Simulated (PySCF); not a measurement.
F₃HOTi, multiplicity 1.

```xyz
6

Ti     0.0000     0.0000    -0.0087
F      1.4132    -0.8159    -0.6027
F      0.0000     1.6318    -0.6027
F     -1.4132    -0.8159    -0.6027
O      0.0000     0.0000     1.7227
H      0.0000     0.0000     2.6823
```

The structure is a stationary point at PBE0-D3(BJ)/def2-SVP. A frequency run showed that this geometry is not a minimum. The spin state was assumed, not searched. The structure was generated by enumeration; whether it is a known compound was not checked. The values are those of a single conformer.

Level of theory: PySCF with PBE0/pcSseg-1. Non-relativistic, no solvent.

Computed absolute GIAO shielding of each atom: isotropic value and principal components (ppm):
| atom | σ(iso) | σ11 | σ22 | σ33 | span |
|---|---|---|---|---|---|
| Ti1 | 66.4 | 58.8 | 70.2 | 70.2 | 11.4 |
| F2 | -135.8 | -410.0 | -346.3 | 348.9 | 758.9 |
| F3 | -135.8 | -410.0 | -346.3 | 348.9 | 758.9 |
| F4 | -135.8 | -410.0 | -346.3 | 348.9 | 758.9 |
| O5 | 32.3 | -90.1 | -90.1 | 277.0 | 367.1 |
| H6 | 27.8 | 22.9 | 22.9 | 37.6 | 14.6 |
